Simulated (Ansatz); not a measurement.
Stretching the Al1–Br4 bond in AlBrH2 (SMILES [AlH2][Br]) (multiplicity 1 held, fragments rigid). Energies count from the point at 2.267 Å.
Geometry at that point (charge 0, multiplicity 1):
```
atom    x (Å)    y (Å)    z (Å)
----  -------  -------  -------
Al    -0.8354  -1.2987   0.2064
H     -0.3244  -2.3295   1.2738
H     -2.1257  -1.4794  -0.6685
Br     0.3803   0.5912  -0.0940
```

Restricted levels (R-, RO-) in cc, def2 and unpolarised 6-31G sets keep to the state of the molecule at rest. U- levels take the lowest unrestricted solution at each point, which mixes spins at long bonds. Levels need not reach the same state.

Correlated levels freeze the cores. Filled d and f shells under p-block atoms count as core.

Codes used: Ansatz (a program for electronic structure). 

### Question
One of these levels gives 134.44 kcal/mol for the energy at R = 7.255 Å. Name it.
A) U-PBE/def2-TZVPP
B) R-MP2/def2-TZVPP
C) R-PBE/def2-TZVPP
D) R-wB97X-V/def2-TZVPP

### Answer
B, R-MP2/def2-TZVPP. The others give 107.19 (R-PBE/def2-TZVPP), 97.82 (U-PBE/def2-TZVPP), 147.52 (R-wB97X-V/def2-TZVPP)

Doubts at one or more of the structures used: a restricted determinant that unrestricted orbitals would lower (R-PBE/def2-TZVPP, R-wB97X-V/def2-TZVPP, R-MP2/def2-TZVPP); a spin-contaminated determinant (U-PBE/def2-TZVPP).
